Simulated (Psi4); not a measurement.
H4MgOSi, singlet, geometry from GFN2-xTB (such geometries of metal compounds can be far from the true shape); BLYP/6-31G, TDDFT in Psi4.

Psi4 was given this input:
```
memory 2 GB

molecule {
0 1
  Mg   -1.49001871   -0.76521879    0.82490882
  H    -2.71892048   -1.39056401    1.52453286
  O    -0.08990263   -0.04679003    0.04770439
  Si    1.18767481    0.60986861   -0.65778288
  H     1.20615474    0.19749955   -2.07644804
  H     2.40389032    0.13223998    0.03180913
  H     1.08087363    2.07960957   -0.55147454
symmetry c1
}

set basis 6-31g
set puream true
set save_jk true
set tdscf_states [5]
set tdscf_tda false
set d_convergence 1e-8

energy('td-blyp')
print_variables()
```

What the program printed (banner, timings and long lists left out):

```
   => Loading Basis Set <=

    Name: 6-31G
    Role: ORBITAL
    Keyword: BASIS

         ---------------------------------------------------------
                                   SCF
               by Justin Turney, Rob Parrish, Andy Simmonett
                          and Daniel G. A. Smith
                              RKS Reference
         ---------------------------------------------------------

  ==> Geometry <==

    Molecular point group: c1
    Full point group: C1

    Geometry (in Angstrom), charge = 0, multiplicity = 1:

       Center              X                  Y                   Z               Mass
    ------------   -----------------  -----------------  -----------------  -----------------
         MG          -1.462774992595    -0.751144247978     0.810103736823    23.985041697000
         H           -2.691676762595    -1.376489467978     1.509727776823     1.007825032230
         O           -0.062658912595    -0.032715487978     0.032899306823    15.994914619570
         SI           1.214918527405     0.623943152022    -0.672587963177    27.976926534650
         H            1.233398457405     0.211574092022    -2.091253123177     1.007825032230
         H            2.431134037405     0.146314522022     0.017004046823     1.007825032230
         H            1.108117347405     2.093684112022    -0.566279623177     1.007825032230

  Running in c1 symmetry.

  Rotational constants: A =      2.84288  B =      0.09800  C =      0.09800 [cm^-1]
  Rotational constants: A =  85227.48214  B =   2937.90758  C =   2937.89236 [MHz]
  Nuclear repulsion =  125.111985309197749

  Charge       = 0
  Multiplicity = 1
  Electrons    = 38
  Nalpha       = 19
  Nbeta        = 19

  ==> Algorithm <==

  SCF Algorithm Type is DF.
  DIIS enabled.
  MOM disabled.
  Fractional occupation disabled.
  Guess Type is SAD.
  Energy threshold   = 1.00e-06
  Density threshold  = 1.00e-08
  Integral threshold = 1.00e-12

  ==> Primary Basis <==

  Basis Set: 6-31G
    Blend: 6-31G
    Number of shells: 27
    Number of basis functions: 43
    Number of Cartesian functions: 43
    Spherical Harmonics?: true
    Max angular momentum: 1

  ==> DFT Potential <==

   => LibXC <=

    Version 7.1.2
    S. Lehtola, C. Steigemann, M. J. T. Oliveira, and M. A. L. Marques,  SoftwareX 7, 1–5 (2018) (10.1016/j.softx.2017.11.002)

   => Composite Functional: BLYP <=

    BLYP GGA Exchange-Correlation Functional

    P.J. Stephens et. al., J. Phys. Chem., 98, 11623-11627, 1994
    B. Miehlich et. al., Chem. Phys. Lett., 157(3), 200-206 1989

    Deriv               =              1
    GGA                 =           TRUE
    Meta                =          FALSE

    Exchange Hybrid     =          FALSE
    MP2 Hybrid          =          FALSE

   => Exchange Functionals <=

    1.0000     XC_GGA_X_B88

   => Correlation Functionals <=

    1.0000     XC_GGA_C_LYP

   => LibXC Density Thresholds  <==

    XC_GGA_C_LYP:  1.00E-14
    XC_GGA_X_B88:  1.00E-15

   => Molecular Quadrature <=

    Radial Scheme          =       TREUTLER
    Pruning Scheme         =           NONE
    Nuclear Scheme         =       TREUTLER

    Blocking Scheme        =         OCTREE
    BS radius alpha        =              1
    Pruning alpha          =              1
    Radial Points          =             75
    Spherical Points       =            302
    Total Points           =         152170
    Total Blocks           =           1206
    Max Points             =            256
    Max Functions          =             42
    Weights Tolerance      =       1.00E-15

   => Loading Basis Set <=

    Name: (6-31G AUX)
    Role: JKFIT
    Keyword: DF_BASIS_SCF

  ==> Integral Setup <==

  SCF_SUBTYPE=INCORE selected. In-core MEM_DF algorithm will be used.
  Using in-core AOs.

  ==> MemDFJK: Density-Fitted J/K Matrices <==

    J tasked:                   Yes
    K tasked:                    No
    wK tasked:                   No
    Algorithm:                 Core
    Schwarz Cutoff:           1E-12
    Mask sparsity (%):       2.0552
    Fitting Condition:        1E-10

   => Auxiliary Basis Set <=

  Basis Set: (6-31G AUX)
    Blend: CC-PVDZ-JKFIT + DEF2-UNIVERSAL-JKFIT
    Number of shells: 130
    Number of basis functions: 386
    Number of Cartesian functions: 448
    Spherical Harmonics?: true
    Max angular momentum: 4

  Minimum eigenvalue in the overlap matrix is 1.9792156817E-02.
  Reciprocal condition number of the overlap matrix is 4.6909952718E-03.
    Using symmetric orthogonalization.

  ==> Pre-Iterations <==

  SCF Guess: Superposition of Atomic Densities via on-the-fly atomic UHF (no occupation information).

   -------------------------
    Irrep   Nso     Nmo
   -------------------------
     A         43      43
   -------------------------
    Total      43      43
   -------------------------

  ==> Iterations <==

                           Total Energy        Delta E     RMS |[F,P]|

   @DF-RKS iter SAD:  -566.60001194965901   -5.66600e+02   0.00000e+00
   @DF-RKS iter   1:  -566.70206084428321   -1.02049e-01   2.28551e-02 ADIIS/DIIS
   @DF-RKS iter   2:  -561.15023572820837    5.55183e+00   6.05203e-02 ADIIS/DIIS
   @DF-RKS iter   3:  -567.01513958285818   -5.86490e+00   1.17155e-02 ADIIS/DIIS
   @DF-RKS iter   4:  -567.11734189143419   -1.02202e-01   1.83923e-03 ADIIS/DIIS
   @DF-RKS iter   5:  -567.12261971151850   -5.27782e-03   1.03302e-03 ADIIS/DIIS
   @DF-RKS iter   6:  -567.12349396184220   -8.74250e-04   1.33657e-04 ADIIS/DIIS
   @DF-RKS iter   7:  -567.12351099860632   -1.70368e-05   3.75434e-05 DIIS
   @DF-RKS iter   8:  -567.12351232610513   -1.32750e-06   4.20231e-06 DIIS
   @DF-RKS iter   9:  -567.12351236376344   -3.76583e-08   1.28583e-06 DIIS
   @DF-RKS iter  10:  -567.12351236532527   -1.56183e-09   5.42880e-08 DIIS
   @DF-RKS iter  11:  -567.12351236532993   -4.66116e-12   7.33927e-09 DIIS
  Energy and wave function converged.

  ==> Post-Iterations <==

[...]
  @DF-RKS Final Energy:  -567.12351236532993
    Total Energy =                       -567.1235123653299297
[...]
 Dipole Z            :          1.1393043           -1.0631469            0.0761574
 Magnitude           :                                                    0.2004569

 ------------------------------------------------------------------------------------

******************************************************************************************
**********                               WARNING                                **********
**********       The names of excited state variables changed between 1.5       **********
**********     and 1.6. For a quick solution, remove the symmetry specifier     **********
**********   from the variable name. For full details, see 'Notes on Psivars'   **********
**********                        in the documentation.                         **********
******************************************************************************************

         ---------------------------------------------------------
                         TDSCF excitation energies
                 by Andrew M. James and Daniel G. A. Smith
         ---------------------------------------------------------

  ==> Options <==

     Residual threshold  : 1.0000e-06
     Initial guess       : denominators
     Reference           : RHF
     Solver type         : RPA (Hamiltonian)

  ==> Requested Excitations <==

      5 singlet states with A symmetry

  ==> Seeking the lowest 5 singlet states with A symmetry

                        Generalized Hamiltonian Solver
                              By Andrew M. James

  ==> Options <==

    Max number of iterations        = 60
    Eigenvector tolerance           = 1.0000e-06
    Max number of expansion vectors = 1500

  => Iterations <=
                              Max[D[value]]     Max[|R|]   # vectors
  HamiltonianSolver iter   1:   2.00602e-01  4.39873e-02     20
  HamiltonianSolver iter   2:   7.34172e-04  1.64183e-02     25
  HamiltonianSolver iter   3:   4.16376e-05  4.94903e-03     35
  HamiltonianSolver iter   4:   3.09542e-06  1.59446e-03     45
  HamiltonianSolver iter   5:   1.97548e-07  6.47340e-04     55
  HamiltonianSolver iter   6:   1.56138e-08  2.70071e-04     65
  HamiltonianSolver iter   7:   1.59248e-09  8.63938e-05     74
  HamiltonianSolver iter   8:   2.12749e-10  1.94239e-05     81
  HamiltonianSolver iter   9:   2.07943e-11  3.02151e-06     88
  HamiltonianSolver iter  10:   9.50573e-13  6.42281e-07     92      Converged

******************************************************************************************
**********                               WARNING                                **********
**********  Length-gauge rotatory strengths are **NOT** gauge-origin invariant  **********
******************************************************************************************

                                    Excitation Energy         Total Energy        Oscillator Strength             Rotatory Strength
     #   Sym: GS->ES (Trans)        au              eV              au          au (length)    au (velocity)    au (length)    au (velocity)
    ---- -------------------- --------------- --------------- --------------- --------------- --------------- --------------- ---------------
     1        A->A (1 A)       0.18482         5.02930        -566.93869       0.0183          0.0423          0.0000          0.0000
     2        A->A (1 A)       0.18483         5.02947        -566.93868       0.0187          0.0434         -0.0000         -0.0000
     3        A->A (1 A)       0.20010         5.44497        -566.92341       0.0000          0.0001         -0.0000         -0.0000
     4        A->A (1 A)       0.20044         5.45423        -566.92307       0.0007          0.0012         -0.0000         -0.0000
     5        A->A (1 A)       0.20046         5.45466        -566.92306       0.0011          0.0023          0.0000          0.0000

Contributing excitations and de-excitations
Only contributions with abs(coeff) > 1.00e-01 will be printed:

Excited State    1 (1 A):   0.18482 au   246.52 nm f = 0.0183
  Sums of squares: Xssq =  1.000389e+00; Yssq =  3.891278e-04; Xssq - Yssq =  1.000000e+00
     18a  ->  20a    -0.997832 (99.567%)

Excited State    2 (1 A):   0.18483 au   246.52 nm f = 0.0187
  Sums of squares: Xssq =  1.000392e+00; Yssq =  3.919890e-04; Xssq - Yssq =  1.000000e+00
     19a  ->  20a     0.998008 (99.602%)

Excited State    3 (1 A):   0.20010 au   227.70 nm f = 0.0000
  Sums of squares: Xssq =  1.000001e+00; Yssq =  6.483270e-07; Xssq - Yssq =  1.000000e+00
     18a  ->  21a    -0.732787 (53.698%)
     19a  ->  22a     0.680410 (46.296%)

Excited State    4 (1 A):   0.20044 au   227.32 nm f = 0.0007
  Sums of squares: Xssq =  1.000039e+00; Yssq =  3.858544e-05; Xssq - Yssq =  1.000000e+00
     18a  ->  21a     0.680285 (46.279%)
     19a  ->  22a     0.732714 (53.687%)

Excited State    5 (1 A):   0.20046 au   227.30 nm f = 0.0011
  Sums of squares: Xssq =  1.000042e+00; Yssq =  4.196318e-05; Xssq - Yssq =  1.000000e+00
     18a  ->  22a     0.706545 (49.921%)
     19a  ->  21a    -0.707232 (50.018%)

******************************************************************************************
**********                               WARNING                                **********
**********       The names of excited state variables changed between 1.5       **********
**********     and 1.6. For a quick solution, remove the symmetry specifier     **********
**********   from the variable name. For full details, see 'Notes on Psivars'   **********
**********                        in the documentation.                         **********
******************************************************************************************

  Variable Map:
  ----------------------------------------------------------------------------
[...]
  Array Variable Map:
  ----------------------------------------------------------------------------
[...]
[...]
```
